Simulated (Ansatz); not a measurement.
InCl2H (InHCl2). The state is a singlet with charge 0. Geometry r2SCAN-D4/def2-TZVP, basis def2-TZVP, Ansatz.

| run | HOMO (eV) | LUMO (eV) |
| --- | --- | --- |
| A | -12.07 | 0.53 |
| B | -8.92 | -1.96 |
| C | -11.31 | -0.14 |
| D | -8.52 | -2.32 |
| E | -11.15 | -0.39 |
| F | -7.36 | -2.67 |

In the def2 sets In takes a core potential; there is no spin–orbit coupling. HSE06 is defined as in plane-wave codes, on full-range PBE exchange.

Task: The runs used BLYP, HF, HSE06, PBE0, ωB97M-V, ωB97X-V. Estimate which is which.

Result: A HF (100 % exact exchange); B PBE0 (25 % exact exchange); C ωB97X-V (range-separated); D HSE06 (range-separated); E ωB97M-V (range-separated); F BLYP (0 % exact exchange). Exact exchange lowers occupied and raises empty levels; among semilocal functionals meta-GGAs tend to open the gap a little, and such runs are hard to tell apart. The gap grows from 4.69 eV (BLYP) to 12.60 eV (HF).
